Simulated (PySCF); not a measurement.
**Multinuclear NMR of C5H9ClOSi2**

Atom-mapped SMILES (the numbers label the heavy atoms): `[OH:1][Si@H:2]1[CH:3]=[CH:4][Si@@H:5]([CH2:6][Cl:7])[CH:8]=[CH:9]1`. Each H is labelled by its parent atom.

How the numbers were obtained: geometry: GFN2-xTB, GIAO PBE0/pcSseg-1 shieldings, in PySCF 2.14.0 with density-fitted response routines (non-relativistic, isolated molecule, single conformer, fast rotation and ring inversion assumed for equivalent nuclei).

Task: Where does ²⁹Si resonate?

Result: 
```csv
atoms,environment,σ (ppm),δ (ppm)
Si2,"silicon bonded to 2 C, O, H, in a 6-membered ring",394.6,-44.4
Si5,"silicon bonded to 3 C, H, in a 6-membered ring",405.1,-53.0
```

Shieldings were converted by a linear fit to measured shifts: ²⁹Si (scatter 8.9 ppm rms, 25.8 ppm with the 6 outliers that the fit left out vs TMS, solution or neat liquid). A few per cent of atoms miss by over 2 rms, more outside the fitted compound classes.

On a 500 MHz spectrometer ²⁹Si resonates near 99.3 MHz, so 1 ppm is 99.3 Hz.

Task: What are the ¹⁷O shifts?

Result: 
| atoms | environment | σ (ppm) | δ (ppm) |
| --- | --- | --- | --- |
| O1 | oxygen bonded to Si, H | 300.7 | -7.2 |

Shieldings were converted by a linear fit to measured shifts: ¹⁷O: δ = 266.70 − 0.911σ (rms 10.7 ppm, 155 shifts, 12.2 ppm with the 3 outliers that the fit left out vs liquid water, solution or neat liquid). A few per cent of atoms miss by over 2 rms, more outside the fitted compound classes.

On a 400 MHz spectrometer ¹⁷O resonates near 54.2 MHz, so 1 ppm is 54.2 Hz.
